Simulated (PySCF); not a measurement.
# How methods differ on the excitation energy of Sc

Sc [Ar] 3d1 4s2 (2D) → Sc [Ar] 3d3 (4F), as a difference of total energies. All numbers are calculated (PySCF 2.14, no relativity, point nucleus, in aug-cc-pVDZ). Correlated levels: valence: [Ar] frozen. The calculations carry no spin-orbit coupling.

```
           method  excitation energy (eV)
              UHF                   4.499
              LDA                   2.925
              PBE                   2.865
             PBE0                   3.204
            TPSSh                   3.036
           revPBE                   2.832
             PW91                   2.852
    MP2 (valence)                   4.482
SCS-MP2 (valence)                   5.062
```
